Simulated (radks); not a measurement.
Hg III, configuration [Xe] 4f14 5d10. Calculated with a radial shooting solver on a logarithmic mesh with Libxc functionals: non-relativistic Kohn-Sham, exchange-only LDA, spin-unpolarised, spherical densities, point nucleus; relativity is left out, which matters for an element this heavy.

Normalised radial functions P(r) = r R(r), r in bohr:

```
   r/bohr * 4p, o 4d, + 5s (the largest magnitude, 1.75, reaches the edge; | marks zero, & curves that meet)
 0.001952                             &+
 0.002604                             & +
 0.003445                             & +
 0.004595                             o*+
  0.00608                             o* +
 0.008109                             o *+
  0.01073                             o  &
  0.01431                             o  + *
  0.01894                             |&     *
  0.02526                             + o      *
  0.03342                          +  |  o       *
  0.04457                        +    |     o    *
  0.05897                        +    |      * o
  0.07865                           + *            o
   0.1041                   *         |  +           o
   0.1388             *               |      +     o
   0.1837                  *          |   o+
   0.2449                   o      +  |    *
   0.3267      o            +         |                     *
   0.4323   o                  +      |                          *
   0.5765          o                  |    +             *
   0.7628                   o         |        *      +
    1.017                          o  | *               +
    1.346                            o*           +
    1.795                             &    +
    2.376                             &+
    3.169                             &
    4.192                             &
```

4p: eigenvalue -550.14 eV, 2 radial nodes at r = 0.0779, 0.227 bohr, <r> = 0.445 bohr, 90 % of the charge inside 0.644 bohr. 4d: eigenvalue -370.10 eV, 1 radial node at r = 0.200 bohr, <r> = 0.452 bohr, 90 % of the charge inside 0.672 bohr. 5s: eigenvalue -109.25 eV, 4 radial nodes at r = 0.0241, 0.0900, 0.226, 0.519 bohr, <r> = 1.000 bohr, 90 % of the charge inside 1.43 bohr.
